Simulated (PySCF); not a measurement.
Q: Write Cartesian coordinates for `[OH2]->[Y+3](<-[OH2])(<-[OH2])(<-[OH2])(<-[OH2])<-[OH2]` ([Y(H2O)6]3+) as optimised with PBE0-D3(BJ)/def2-SVP. (Charge +3 and singlet state.)

A: 
```
atom  x, y, z in Å
Y1     0.002    0.000    0.002
O2     0.121    0.134    2.312
H3     0.076    0.934    2.869
H4     0.220   -0.597    2.952
O5    -0.134   -0.130   -2.307
H6    -0.191    0.605   -2.948
H7    -0.156   -0.933   -2.862
O8     2.312    0.090   -0.143
H9     2.957    0.180    0.585
H10    2.864    0.064   -0.948
O11   -2.308   -0.099    0.146
H12   -2.860   -0.101    0.952
H13   -2.954   -0.165   -0.585
O14   -0.125    2.311   -0.104
H15   -0.928    2.868   -0.096
H16    0.609    2.953   -0.169
O17    0.122   -2.308    0.123
H18   -0.612   -2.946    0.214
H19    0.922   -2.867    0.093
```

Any rigid rotation of these coordinates is as good. Atoms count from 1 in this order. O2 (oxygen bonded to Y and 2 H) is planar (angles 128.0°, 127.9° and 104.1°, sum 360.0°, 0.00 Å off the plane of its three neighbours). All 6 O–Y bonds measure 2.314 to 2.317 Å. Y1 (yttrium bonded to 6 O) is octahedral (the three widest angles are 179.8°, 179.6° and 179.6°, the others run from 89.4° to 90.8°).

Bonds between heavy atoms (Å): Y1–O2 2.316, Y1–O5 2.317, Y1–O8 2.316, Y1–O11 2.317, Y1–O14 2.317, Y1–O17 2.314.

Theory: PySCF 2.14.0, PBE0-D3(BJ)/def2-SVP geometry optimisation, gas phase, def2 core potentials past Kr.

Not checked by PBE0-D3(BJ)/def2-SVP frequencies. The ion is multiply charged and computed without counter-ions or solvent.
